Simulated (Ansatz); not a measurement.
Ideal-gas functions of CH2OSSe, SMILES `OC(=S)[SeH]` at 800 K and 1 bar, from an Ansatz frequency run at PBE0-D4/def2-TZVP.

Molar mass 141.05 g/mol, point group Cs (symmetry number 1), electronic degeneracy 1, moments of inertia 70.329, 238.487, 308.816 u Å². Harmonic wavenumbers (cm⁻¹, unscaled): 226, 291, 359, 505, 563, 629, 792, 983, 1310, 1350, 2425, 3717.

Use S(trans) = R[1.5 ln M + 2.5 ln T − 1.1517]; rotational temperatures θ = 24.2544 K / I; S(rot) = R[ln(√π/σ · √(T³/θAθBθC)) + 1.5]; for each mode x = 1.438777 ν̃/T, S = R[x/(eˣ − 1) − ln(1 − e⁻ˣ)] and H = RT x/(eˣ − 1); 1 cm⁻¹ = 0.0119627 kJ/mol; R = 8.31446 J/(mol·K).

By hand: the entropy, in J/(mol·K).

Translation 191.1. Rotation: θ = 0.3449, 0.1017, 0.0785 K, giving 125.1. Vibration, mode by mode: 15.86, 13.79, 12.09, 9.39, 8.56, 7.72, 6.04, 4.58, 2.88, 2.72, 0.58, 0.08, in all 84.3. Electronic 0.0. Sum 400.5 J/(mol·K).

By hand: H − E and G − E in kJ/mol, counted from the electronic energy.

Zero-point energy ½ × 13150 × 0.0119627 = 78.7; thermal vibration 35.8; translation, rotation and pV give 4 RT = 26.6. H − E = 141.1 kJ/mol, and G − E = 141.1 − 800 × 400.5/1000 = -179.3 kJ/mol.

Vibration gives 21 % of the entropy. The sum counts one conformer and one mirror image; others add a mixing term.
